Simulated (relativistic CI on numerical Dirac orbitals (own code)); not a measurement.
Computed by Dirac-Coulomb-Breit CI, orbitals from a KLI potential per configuration, QED by a radiative potential, unscaled Slater integrals (own radial code, finite nucleus).

The strongest absorption lines from the ground level of an ion, among the configurations computed and to levels below about 272 eV (vacuum wavelength in nm, gf): 5.2744 (0.052), 5.3009 (0.091), 5.3744 (0.059), 5.7095 (0.087), 5.7822 (0.03), 5.8797 (0.18), 6.0258 (0.34), 6.1780 (0.035).

(1) Which ion is it?
A. Pd²⁴⁺
B. Sn²⁸⁺
C. Te³⁰⁺
D. Sn²⁶⁺

## Answers

(1) B. Sn²⁸⁺ has 22 electrons and the ground level 3s²3p⁶3d⁴ ⁵D0; the strongest line goes to 3s²3p⁵3d⁵ ⁵F°1. The pattern of lines fixes the number of electrons, and along that sequence the line energies rise steadily with the charge (about as its square where n changes within one kind of shell, about linearly where n is kept but much faster in heavy ions where fine structure, which grows about as Z⁴, sets the gap, and irregularly where shells cross), which fixes Z. Configurations outside the model, such as inner-shell arrays, can give stronger lines. At this charge energies of transitions that change n are usually good to better than 1 %, and those within a shell (Δn = 0) to a few per cent. Terms inside the open d or f shell come out 10 to 20 % too wide with unscaled integrals.

LS names give the leading component of a level, which can be under half, so a name can repeat, a term be missing and a line seem to break the LS rules.
